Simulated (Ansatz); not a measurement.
`B1C[Te]1`. Total charge 0; spin multiplicity 1. Te takes the def2 core potential. Geometry: relaxed with PBE0-D4/def2-TZVP.

```xyz
6

B    -0.770   -0.446   -0.077
C     0.388    0.502    0.175
Te    0.925   -1.397   -0.859
H    -1.933   -0.623    0.052
H     0.546    1.377   -0.449
H     0.843    0.587    1.158
```

Task: What is the dipole moment at r2SCAN/def2-TZVPP? (Estimate.)

Result: Ansatz gave: 1.00 D, with components (-0.02, 0.90, 0.45) D in this frame, pointing from negative to positive charge.

Task: And with PBE, B3LYP, ωB97M-V? (An estimate is asked.)

Result: The calculation gave: PBE 0.82 D, B3LYP 0.93 D, ωB97M-V 1.02 D.

Task: Give the Mulliken charges with r2SCAN, B3LYP, PBE in def2-TZVPP. (Best estimate.)

Result: The calculation gave: 
```tsv
atom	r2SCAN	B3LYP	PBE
B1	-0.13	-0.12	-0.14
C2	-0.19	-0.28	-0.24
Te3	0.04	0.04	0.06
H4	0.04	0.07	0.04
H5	0.12	0.14	0.14
H6	0.12	0.14	0.14
```

B3LYP here is the variant with VWN-RPA as its local correlation; programs differ in this.
